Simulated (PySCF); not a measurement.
# How methods differ on the fine-structure interval of Dy⁵⁷⁺

Dy⁵⁷⁺ [He] 2s2 2p5 [2p1/2^2 2p3/2^3, M_J = 3/2] → Dy⁵⁷⁺ [He] 2s2 2p5 [2p1/2^1 2p3/2^4, M_J = 1/2], as a difference of total energies. All numbers are calculated (PySCF 2.14, the two-component X2C-1e Hamiltonian, in an even-tempered Gaussian basis (17 s from 38 bohr⁻², ratio 2.4; 13 p from 50 bohr⁻², ratio 2.4; 5 d from 170 bohr⁻², ratio 2.6; 4 f from 260 bohr⁻², ratio 2.6)). Correlated levels: nothing frozen; the 30 highest virtual spinors dropped. "Screened" scales the spin-orbit matrix elements by Boettger's factors to mimic the two-electron term; Breit and QED terms are absent.

```
                    method  fine-structure interval (cm⁻¹)
 GHF (screened spin-orbit)                         6724900
GMP2 (screened spin-orbit)                         6726100
     GHF (bare spin-orbit)                         6953800
```
